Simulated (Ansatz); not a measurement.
Frontier orbitals of `[CH3][Al]([CH3])[Te][Si](C)(C)C`.

Cartesian coordinates in Å:
```
C -2.023 0.233 3.651
Al -0.954 0.329 2.020
C 0.379 1.742 1.787
Te -1.431 -1.439 0.276
Si 0.260 -0.733 -1.451
C 1.997 -0.975 -0.795
C -0.019 1.046 -1.957
C -0.029 -1.866 -2.913
H -2.846 -0.481 3.579
H -1.396 -0.069 4.497
H -2.441 1.212 3.904
H 0.821 2.008 2.752
H 1.188 1.490 1.100
H -0.105 2.647 1.402
H 2.188 -0.357 0.084
H 2.730 -0.710 -1.564
H 2.158 -2.018 -0.514
H 0.682 1.324 -2.752
H 0.129 1.730 -1.120
H -1.035 1.184 -2.333
H 0.677 -1.631 -3.716
H -1.041 -1.751 -3.305
H 0.110 -2.913 -2.634
```

The species carries charge 0 and has multiplicity 1. Correlated methods freeze the filled d shell of Te. Te takes the def2 core potential. All single points use the PBE0-D4/def2-TZVP geometry. It is one conformer, not always the lowest. Basis def2-TZVPP, the Gaussian-basis code of Ansatz.

Orbital energies of one run (eV). Highest occupied ones, from the top: -5.28, -6.07, -6.36, -6.89, -7.49, -7.50, -8.95, -9.29, -9.31, -9.40, -9.54, -9.56, -9.69, -9.74. Empty: -1.39, -0.74, -0.48, 0.29, 0.45, 0.68.

Which functional gave them?
A. PBE
B. BHLYP
C. PBE0
D. r2SCAN0

A. HOMO energies: PBE -5.28, PBE0 -6.24, BHLYP -7.04, r2SCAN0 -6.40 eV.
